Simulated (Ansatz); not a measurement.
`B[SiH](C)N=C` + `O[SiH]([SiH3])Cl` → `BO[SiH]([SiH3])Cl` + `C=N[SiH2]C`  (cleavage of the B–Si bond)

Isolated molecules relaxed with PBE0-D4/def2-TZVP in Ansatz; ΔE leaves out vibrations. CCSD(T)/CBS is the MP2 limit (def2-TZVPP, def2-QZVPP) plus CCSD(T) − MP2 in def2-TZVPP, frozen cores. Functionals use def2-TZVPP. Each species was taken in one conformer, which may not be the lowest.

```json
{"level": "PBE-D4", "ΔE (kcal/mol)": "-35.9", "difference from CCSD(T)/CBS": "2.4"}
{"level": "r2SCAN-D4", "ΔE (kcal/mol)": "-38.0", "difference from CCSD(T)/CBS": "0.3"}
{"level": "PBE", "ΔE (kcal/mol)": "-36.0", "difference from CCSD(T)/CBS": "2.3"}
{"level": "r2SCAN", "ΔE (kcal/mol)": "-38.0", "difference from CCSD(T)/CBS": "0.3"}
{"level": "CCSD/def2-TZVPP", "ΔE (kcal/mol)": "-38.7", "difference from CCSD(T)/CBS": "-0.4"}
{"level": "CCSD(T)/def2-TZVPP", "ΔE (kcal/mol)": "-38.7", "difference from CCSD(T)/CBS": "-0.4"}
{"level": "MP2/def2-QZVPP", "ΔE (kcal/mol)": "-39.8", "difference from CCSD(T)/CBS": "-1.5"}
{"level": "SCS-MP2/def2-QZVPP", "ΔE (kcal/mol)": "-40.0", "difference from CCSD(T)/CBS": "-1.7"}
{"level": "HF/CBS(def2)", "ΔE (kcal/mol)": "-41.7", "difference from CCSD(T)/CBS": "-3.4"}
{"level": "CCSD/CBS(def2)", "ΔE (kcal/mol)": "-38.3", "difference from CCSD(T)/CBS": "0.0"}
{"level": "CCSD(T)/CBS", "ΔE (kcal/mol)": "-38.3", "difference from CCSD(T)/CBS": "0"}
```

Largest T1 diagnostic among the species: 0.013.

In def2-TZVPP, CCSD(T) changes the Hartree–Fock value by +2.6 kcal/mol (the triples alone add +0.0 kcal/mol) and MP2 by +1.4 kcal/mol.
